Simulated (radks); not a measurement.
Isoelectronic series with 9 electrons, all held in the configuration [He] 2s2 2p5, which need not be the ground one along the series. Calculated with a radial shooting solver on a logarithmic mesh with Libxc functionals: scalar-relativistic Kohn-Sham, SCAN, spin-unpolarised, spherical densities, finite nucleus; meta-GGA in the generalised Kohn-Sham scheme; Fermi nuclear charge, rms radius of each element as measured or else 0.836 A^(1/3) + 0.57 fm. Total energies (hartree) and orbital eigenvalues (Ry):

| ion | E (hartree) | 2p | 2s |
|---|---|---|---|
| Sr29+ | -2490.26809 | -254.1119 | -270.1381 |
| Nb32+ | -2929.13030 | -305.0571 | -323.8060 |
| Ru35+ | -3405.94827 | -360.7726 | -382.7046 |
| Ag38+ | -3921.45947 | -421.3056 | -446.9704 |
| Sn41+ | -4476.47208 | -486.7077 | -516.7555 |
| I44+ | -5071.88665 | -557.0347 | -592.2305 |
| Ba47+ | -5708.6972 | -632.3466 | -673.5858 |
| Pr50+ | -6388.0062 | -712.7076 | -761.0342 |
| Sm53+ | -7110.9930 | -798.1866 | -854.8089 |
| Tb56+ | -7879.0752 | -888.8569 | -955.1836 |
| Er59+ | -8693.6172 | -984.7968 | -1062.441 |
